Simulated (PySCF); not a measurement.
Structure problem from calculated spectra and properties.

Elements present: C and H. Monoisotopic mass: 108.0939 u.

* Dipole: 0.67 D [PBE0/def2-SVPD]
* UV, first state: lowest singlet excitation: 5.46 eV (227 nm, f = 0.431) [TDDFT PBE0/def2-SVPD]
* 1H NMR: chemical shifts (computed TMS as zero) by class: 6.48 (1 H), 6.04 (1 H), 5.78 (1 H), 5.51 (1 H), 5.45 (1 H), 5.39 (1 H), 5.37 (1 H), 3.15 (2 H), 1.98 (3 H) ppm [GIAO PBE0/pcSseg-1]
* Polarisability: 100.5 au [PBE0/def2-SVPD]
* Triplet: lowest triplet excitation (Tamm–Dancoff): 3.23 eV [TDA PBE0/def2-SVPD]
* 13C NMR: chemical shifts (computed TMS as zero) by class: 153.8 (1 C), 147.3 (1 C), 141.0 (1 C), 133.7 (1 C), 126.1 (1 C), 122.8 (1 C), 45.0 (1 C), 19.2 (1 C) ppm [GIAO PBE0/pcSseg-1]
* Rotational structure: rotational constants A, B, C: 3.520, 1.183, 0.939 GHz [GFN2-xTB]

Gas-phase values; electronic properties from PySCF, density fitting. Levels stand in brackets. Isolated species at its GFN2-xTB geometry (one conformer only). NMR classes are plain means over equivalent atoms (diastereotopic ones count apart unless rotation or inversion swaps them), as if these changed places fast.

Q: Which formula fits the mass and the elements?

A: C8H12 (calculated 108.0939). No other formula that holds each of these elements comes within 0.0003 u with a fitting electron parity and a possible valence count.

Q: Propose a structure and show how it fits.

A: Numbering: `[CH2:1]=[CH:2][CH2:3][C:4](=[CH2:5])/[CH:6]=[CH:7]\[CH3:8]`. Its formula, C8H12, gives 3 degrees of unsaturation: 0 rings and 3 π bonds in the structure found. 8 carbons fall into 8 classes; from least to most shielded: fully substituted alkene carbon [C4] (153.8 ppm), alkene CH carbon [C2] (147.3 ppm), alkene CH carbon [C6] (141.0 ppm), alkene CH carbon [C7] (133.7 ppm), terminal =CH2 carbon [C5] (126.1 ppm), terminal =CH2 carbon [C1] (122.8 ppm), allylic carbon [C3] (45.0 ppm), allylic carbon [C8] (19.2 ppm). Hydrogen classes from least to most shielded: 1 H on an alkene CH carbon, C6 (6.48 ppm), 1 H on an alkene CH carbon, C2 (6.04 ppm), 1 H on an alkene CH carbon, C7 (5.78 ppm), 1 H on a terminal =CH2 carbon, C5 (5.51 ppm), 1 H on a terminal =CH2 carbon, C5 (5.45 ppm), 1 H on a terminal =CH2 carbon, C1 (5.39 ppm), 1 H on a terminal =CH2 carbon, C1 (5.37 ppm), 2 H on an allylic carbon, C3 (3.15 ppm), 3 H on an allylic carbon, C8 (1.98 ppm). S1 is mainly HOMO→LUMO (weight 0.92); the largest Löwdin shares of the orbital it empties are 0.24 on a terminal =CH2 carbon, 0.21 on an alkene CH carbon, 0.17 on an alkene CH carbon and 0.16 on the fully substituted alkene carbon, of the orbital it fills 0.23 on a terminal =CH2 carbon, 0.20 on an alkene CH carbon, 0.18 on the fully substituted alkene carbon and 0.14 on an alkene CH carbon. The optimised geometry has point group C1 and is an asymmetric top. Structure: `C=CCC(=C)/C=C\C`. Computed isomers that give other values at the same levels: `C=C1CC(C)(C)C1=C` (13C chemical shifts (computed TMS as zero) by class: 165.8 (1 C), 151.9 (1 C), 113.3 (1 C), 107.9 (1 C), 44.0 (1 C), 40.8 (1 C), 29.5 (2 C) ppm); `C=C/C=C\C(=C)CC` (13C chemical shifts (computed TMS as zero) by class: 158.5 (1 C), 141.4 (1 C), 137.2 (1 C), 135.7 (1 C), 128.5 (1 C), 127.7 (1 C), 33.1 (1 C), 17.9 (1 C) ppm); `CC(C)C1=CCC=C1` (13C chemical shifts (computed TMS as zero) by class: 161.7 (1 C), 142.9 (1 C), 137.9 (1 C), 133.1 (1 C), 44.8 (1 C), 34.8 (1 C), 25.1 (2 C) ppm). The assignments are read from this structure; whether some other isomer fits the data as well wasn't checked.

The values belong to the conformer `[CH2:1]=[CH:2][CH2:3][C:4](=[CH2:5])/[CH:6]=[CH:7]\[CH3:8]`: C1–C2–C3–C4 -123°, C2–C3–C4–C5 32°, C3–C4–C6–C7 -29°.
